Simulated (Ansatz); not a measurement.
A structure relaxed at PBE-D4/def2-SVP in Ansatz, charge 0, singlet:

```xyz
10

Cu   -1.275   -0.949    1.984
Cu   -0.365   -2.044   -0.128
Cu   -1.486    1.627   -1.053
Cu    1.661   -0.864   -0.957
Al   -0.460   -0.405   -2.030
Al   -0.953    1.457    1.343
Al    3.384    0.653    0.290
Al    0.842    1.565   -0.603
Al   -2.286   -0.510   -0.140
Al    0.936   -0.529    1.293
```

Question: Give its formula.

Answer: the cluster Al6Cu4.

Question: Summarise the bond lengths by kind (pairs closer than 1.2 times the sum of covalent radii, bridged metal pairs left out).

Answer: 14 × Al–Cu 2.35 to 2.61 Å; 8 × Al–Al 2.63 to 2.90 Å; 2 × Cu–Cu 2.49 to 2.55 Å.

The restricted singlet is unstable towards broken spin symmetry in Hartree–Fock (as tested in another run); at PBE-D4/def2-SVP this wasn't settled. Another isomer (singlet) lies 0.05 eV lower at PBE0-D4/def2-TZVP; other spin states weren't run for this one.
